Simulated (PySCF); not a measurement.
Excitations are Tamm–Dancoff values on a coarser integration grid. The basis has no diffuse functions, so Rydberg states are missing or too high.

Cartesian coordinates (Å):
SMILES: B/C(C)=C/C#N
```xyz
12

B     -1.8211     0.2462    -0.1703
C     -0.2948     0.0342    -0.0269
C      0.2664    -1.3030     0.3470
C      0.4834     1.1048    -0.2531
C      1.9087     1.0887    -0.1637
N      3.0531     1.0872    -0.0943
H     -2.2334     1.3210    -0.4719
H     -2.5806    -0.6509     0.0175
H     -0.0448    -2.0560    -0.3795
H     -0.1366    -1.6218     1.3100
H      1.3534    -1.3079     0.4075
H      0.0462     2.0575    -0.5224
```
Charge 0, multiplicity 1.

Question: Give the LUMO, dipole moment, S1–T1 gap (TDA), total energy, HOMO–LUMO gap, T1 excitation (TDA), HOMO and S1 excitation (TDA) at the level PySCF with PBE-D3(BJ)/def2-TZVP // CAM-B3LYP-D3(BJ)/def2-TZVP.

Answer: 
| Item | Result |
|---|---|
| LUMO | -3.91 eV |
| dipole moment | 2.64 D |
| S1–T1 gap (TDA) | 1.54 eV |
| total energy | -235.3563 Ha |
| HOMO–LUMO gap | 3.48 eV |
| T1 excitation (TDA) | 2.93 eV |
| HOMO | -7.39 eV |
| S1 excitation (TDA) | 4.47 eV |
